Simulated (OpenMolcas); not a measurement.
**4f ions of charge +0 along the row**

* Program: OpenMolcas 26.06
* Method: MS-CASPT2, IPEA 0.25 Eh, imaginary shift 0.1 Eh
* Basis: ANO-RCC-VQZP
* Scalar Hamiltonian: DKH2, point nucleus
* Spin-orbit coupling: RASSI with atomic mean-field integrals over the reference wave functions, term energies averaged over their components

Active space: the 4f shell under a closed s shell; CASPT2 also correlates the outermost closed s and p core shells.

ζ = ±2S·A comes from the whole width of the ground multiplet by E(J) = (A/2) J(J+1), where its levels are at least 85 % pure. Energies in cm-1.

```json
{"Ion": "Pr", "Configuration": "4f³ 6s²", "Lowest level": "⁴I°_9/2", "Weight (%)": "97", "g": "0.733", "g, pure LS": "0.727", "Next level": "⁴I°_11/2", "E": "1520", "E measured": "1377", "ζ": "743", "ζ measured": "674"}
{"Ion": "Nd", "Configuration": "4f⁴ 6s²", "Lowest level": "⁵I₄", "Weight (%)": "97", "g": "0.604", "g, pure LS": "0.599", "Next level": "⁵I₅", "E": "1228", "E measured": "1128", "ζ": "845", "ζ measured": "777"}
{"Ion": "Pm", "Configuration": "4f⁵ 6s²", "Lowest level": "⁶H°_5/2", "Weight (%)": "96", "g": "0.297", "g, pure LS": "0.284", "Next level": "⁶H°_7/2", "E": "894", "E measured": "804", "ζ": "1003", "ζ measured": "925"}
{"Ion": "Tb", "Configuration": "4f⁹ 6s²", "Lowest level": "⁶H°_15/2", "Weight (%)": "95", "g": "1.327", "g, pure LS": "1.334", "Next level": "⁶H°_13/2", "E": "2930", "E measured": "2772", "ζ": "1602", "ζ measured": ""}
```

Measured columns use the levels in NIST Handbook of Basic Atomic Spectroscopic Data (Pr, Nd, Pm, Tb).

The computed ζ goes from 743 (Pr) to 1602 cm-1 (Tb), a factor of 2.16, rising at every step. It departs from the measured column by +8 to +10 %.

CASPT2 breaks the degeneracy within a term, and the mean is taken; among the low terms the widest spread is 1900 cm-1 (4f³ 6s² ²L°, Pr). High states are left out of the spin-orbit mixing, which shifts the levels that they would mix with. With the s shell closed, the reference lacks s² → p² mixing. The CASPT2 spread within a term exceeds the gap to the next term for 4f³ 6s² ⁴S° and 4f³ 6s² ⁴F°, 4f³ 6s² ²I° and 4f³ 6s² ²L°, 4f³ 6s² ²L° and 4f³ 6s² ⁴D°, so the order of their levels is uncertain, and so are names and mixing where such terms share a J (figures for Pr; the like holds for Nd, Pm). Blocks of more than 70 roots (2S+1 = 2 odd) ran without multistate coupling (holds for Pr). Blocks of more than 70 roots (2S+1 = 3 even, 1 even) ran without multistate coupling (holds for Nd). Blocks of more than 70 roots (2S+1 = 4 odd, 2 odd) ran without multistate coupling (holds for Pm; Tb). Computed and measured levels are paired by configuration, term and J; levels that our copy of the source lacks, or whose pairing is in doubt (as where it misses far off the trend of its configuration), stay unpaired and out of the deviations. Only configurations of the active space appear.

° marks odd parity.
